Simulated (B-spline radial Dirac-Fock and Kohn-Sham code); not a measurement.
# X-ray form factors of bromine in several charge states

Model: Dirac-Fock orbitals of the configuration average with a finite nucleus. Program: a radial atomic solver.

Configurations: Br³⁰⁺ [He] 2s2 2p1; Br³²⁺ [He] 2s1; Br³⁴⁺ 1s1. The first column is f₀ of Br³⁰⁺, the others are differences from it.

```tsv
s (Å⁻¹)	Br³⁰⁺	Δ Br³²⁺	Δ Br³⁴⁺
0	5.000	-2.000	-4.000
0.1	4.992	-1.995	-3.992
0.2	4.969	-1.981	-3.970
0.3	4.931	-1.957	-3.932
0.4	4.878	-1.924	-3.881
0.5	4.811	-1.883	-3.816
0.7	4.641	-1.778	-3.649
0.9	4.428	-1.647	-3.442
1.1	4.185	-1.498	-3.205
1.4	3.786	-1.255	-2.819
```

Values without a named source are computed, but for edge energies of neutral atoms, which are taken from tables.
